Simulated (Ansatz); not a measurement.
A nudged elastic band was laid between two geometries of ClGeH3O + H2 (8 atoms, charge 0, multiplicity 1).

Level of theory: Ansatz, RKS BHLYP-D4/def2-SVP.

- movable images: 1
- climbing image: no
- spring: 5.0 eV/Å²
- optimiser: quadratic models (default)
- start path: through a guess of the saddle point
- force threshold: 0.03 eV/Å
- iteration limit: 60
- end points: relaxed

Image 0:

```xyz
8
Properties=species:S:1:pos:R:3
Ge -0.248 0.487 -0.092
Cl 0.162 0.556 2.035
H 1.095 0.676 -0.790
H -1.307 1.524 -0.421
O -0.958 -1.073 -0.460
H -0.457 -1.828 -0.154
H 0.888 -3.044 1.419
H 0.712 -2.380 1.730
```

Image 2:

```xyz
8
Properties=species:S:1:pos:R:3
Ge 0.479 -0.032 -0.305
Cl -0.444 -1.326 3.163
H 0.790 -0.097 -1.803
H -0.331 1.224 0.023
O -0.488 -1.482 0.123
H -1.291 -1.609 -0.378
H 1.731 -0.158 0.549
H -0.560 -1.602 1.895
```

Which bonds break or form, and what moves?

Bonds broken: Ge1–Cl2, H7–H8. Bonds formed: Ge1–H7, Cl2–H8. ClGeH3O + H2 becomes ClH + GeH4O.

Give the energies along the band, and the barrier.

It converged. The highest image is number 1 of 0 to 2, 0.39 eV above the first end and 0.06 eV above the last; the last end lies 0.33 eV above the first. No image climbed, so the highest image needn't sit at the top of the path. A band with more images between the same ends climbed to 2.22 eV, so this one has probably stepped over the top. So few images can step over the top or miss a turn of the path. The orbitals stay closed-shell, which can raise the energy where a bond breaks towards radicals; this wasn't checked here.

| image | path coordinate (Å) | energy (eV) | Ge1–Cl2 (Å) | H7–H8 (Å) | Ge1–H7 (Å) |
| --- | --- | --- | --- | --- | --- |
| 0 | 0.00 | 0.00 | 2.17 | 0.75 | 4.01 |
| 1 | 3.42 | 0.39 | 2.20 | 0.76 | 2.82 |
| 2 | 6.85 | 0.33 | 3.81 | 3.02 | 1.52 |

What is the geometry of the highest image?


```xyz
8
Properties=species:S:1:pos:R:3:forces:R:3
Ge -0.289 -0.119 0.023 -0.24 0.03 0.13
Cl -0.468 -0.397 2.198 -0.05 0.27 -0.34
H 1.027 -0.327 -0.709 0.11 0.05 0.36
H -0.816 1.292 -0.195 -0.23 0.02 -0.04
O -1.252 -1.443 -0.592 -0.19 0.01 -0.25
H -2.048 -1.620 -0.099 -0.11 -0.04 0.03
H 2.133 -1.116 1.078 0.08 -0.34 0.24
H 1.598 -1.351 1.563 0.63 -0.01 -0.13
```

The band took 15 iterations and of the order of 70 core-seconds.

The run took 38 s on 2 threads of Arm Neoverse V1, on a shared host, peak memory 0.19 GiB.
